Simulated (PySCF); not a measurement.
CH4Al, SMILES [AlH+][CH3], charge +1. Geometry: PBE0-D3(BJ)/def2-TZVP. The spin state was assumed, not searched. The isomer is the one that the SMILES or the coordinates give; other isomers of the formula were not compared.

TDA-PBE/def2-TZVPD run with PySCF puts the lowest singlet excitations at 5.72, 5.72, 7.39, 7.48, 7.56, 7.56 eV.

Q: What are the lowest excitation roots from ADC(2)/aug-cc-pVDZ (PySCF)? (An estimate is asked for; the answer gives what the named calculation found.)

A: 6.31, 6.31, 8.09, 9.30, 9.30, 9.33 eV. S1 differs by 0.60 eV (second minus first; roots are paired by order, and the bases may differ).
